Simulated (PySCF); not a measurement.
A structure optimised at B3LYP-D3(BJ)/def2-TZVP, used in a PySCF frequency run:

```
Sb
F 1 1.9207
F 1 1.9207 2 95.32
```
Charge 0, spin multiplicity 2.

Q: Write its SMILES, formula and point group.

A: [F][Sb][F], F₂Sb, C2v

Q: What are its rotational constants (standard atomic weights)?

A: 10.428, 6.5991, 4.0415 GHz
